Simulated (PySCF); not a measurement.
# Low-lying terms of B³⁺ (boron, charge +3)

Ground state 1s2, ¹S. Computed with PySCF 2.14 in aug-cc-pwCVTZ with one added diffuse shell each of s, p, d, f type (8s7p5d3f, 75 functions), with no relativity, point nucleus. Vertical excitation energies in eV without spin-orbit coupling; excited terms of each kind are numbered among those the solver found. Frozen: nothing.

| term | leading excitation | EOM-EE-CCSD |
| --- | --- | --- |
| 1 3S | 1s → s | 198.40 |
| 1 1S | 1s → s | 202.64 |
| 1 3P° | 1s → p | 202.85 |
| 1 1P° | 1s → p | 205.46 |
| 2 3S | 1s → s | 233.27 |
| 2 1S | 1s → s | 234.39 |
| 2 3P° | 1s → p | 234.55 |
| 1 3D | 1s → d | 235.01 |
| 1 1D | 1s → d | 235.03 |
| 2 1P° | 1s → p | 235.32 |
| 1 3F° | 1s → f | 245.63 |
| 1 1F° | 1s → f | 245.63 |
| 2 3D | 1s → d | 245.64 |
| 2 1D | 1s → d | 245.65 |

Doubly excited terms such as np² are absent. The solver can miss terms.
